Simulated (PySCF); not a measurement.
# Spin states of CsSi

Unrestricted PBE0; basis Cs x2c-TZVPPall, Si x2c-TZVPPall; spin-free X2C with a Gaussian nucleus; PySCF 2.14. Outer shells of the fragments: Cs 6s1; Si 3s2 3p2.

Followed along the bond (rough minima from three points):

```json
{"2Ms+1": "4", "unpaired": "σ ↑, π ↑↑", "⟨S²⟩ at the start": "3.75", "R at minimum (Å)": "3.27", "Te (eV)": "0.00"}
{"2Ms+1": "2", "unpaired": "σ ↑, π ↑↓", "⟨S²⟩ at the start": "1.77", "R at minimum (Å)": "3.28", "Te (eV)": "0.44"}
{"2Ms+1": "2", "unpaired": "σ ↓, π ↑↑", "⟨S²⟩ at the start": "1.77", "R at minimum (Å)": "3.28", "Te (eV)": "0.45"}
{"2Ms+1": "2", "unpaired": "σ ↑", "⟨S²⟩ at the start": "0.76", "R at minimum (Å)": "3.29", "Te (eV)": "1.26"}
{"2Ms+1": "2", "unpaired": "π ↑", "⟨S²⟩ at the start": "0.76", "R at minimum (Å)": "none in the scan", "Te (eV)": "≤ 1.00"}
```

Solutions found at the starting distance of 3.320 Å, counted from the lowest of them; the search is not exhaustive and high or unbound solutions are not listed, so other states can lie among these:

| 2Ms+1 | unpaired | term | E (eV) | ⟨S²⟩ | ⟨Lz²⟩ | μ (D) |
| --- | --- | --- | --- | --- | --- | --- |
| 4 | σ ↑, π ↑↑ | ⁴Σ⁻ | 0.00 | 3.75 | 0.00 | -10.16 |
| 2 | σ ↑, π ↑↓ | mixed | 0.44 | 1.77 | 2.03 | -9.99 |
| 2 | σ ↓, π ↑↑ | mixed | 0.45 | 1.77 | 0.00 | -9.83 |
| 2 | π ↑ | ²Π | 1.06 | 0.76 | 1.01 | -7.84 |
| 2 | σ ↑ | mixed | 1.26 | 0.76 | 2.01 | -9.79 |
| 2 | π ↑ | ²Π | 1.44 | 0.76 | 1.02 | -10.35 |
| 4 | σ ↑↑, π ↑ | ⁴Π | 2.11 | 3.76 | 1.01 | 2.06 |
| 2 | σ ↑↑, π ↓ | mixed | 2.38 | 1.77 | 1.02 | 2.29 |
| 4 | σ ↑, π ↑↑ | mixed | 3.16 | 3.76 | 2.01 | 4.37 |
| 4 | σ ↑, π ↑, δ ↑ | mixed | 3.37 | 3.76 | 5.01 | 0.70 |

A term symbol is given only where ⟨S²⟩ and ⟨Lz²⟩ are close to those of a pure state; real π, δ and φ orbitals otherwise mix terms. A positive dipole means Cs(−)Si(+).

Spin–orbit coupling is left out.
